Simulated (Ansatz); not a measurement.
System: MgO (charge 0, singlet). 
Coordinates optimised at B3LYP-D3(BJ)/def2-TZVP (Ansatz, a first-principles code):
```
Mg
O 1 1.7394
```
Charge 0, spin multiplicity 1.

Wanted: atomisation energy (electronic, to ground-state atoms), in kcal/mol. Valence correlation only, unless marked. Open shells are spin-unrestricted. Spin-orbit coupling is left out. Non-relativistic. FCI takes restricted orbitals. The coupled-cluster limit lacks core correlation, which all-electron functionals hold. CBS marks a two-point X^-3 extrapolation of the correlation energy; Hartree-Fock from the larger set.

```
level      program  atomisation energy (kcal/mol)
---------  -------  -----------------------------
HF/STO-3G   Ansatz                          -25.5
```

The program attaches cautions to a run behind HF/STO-3G: other roots.

### Question
Predict the CCSD(T)/CBS(def2-TZVPPD,def2-QZVPPD) result (Ansatz).

### Answer
60.3 kcal/mol, so HF/STO-3G differs from it by -85.8 kcal/mol.
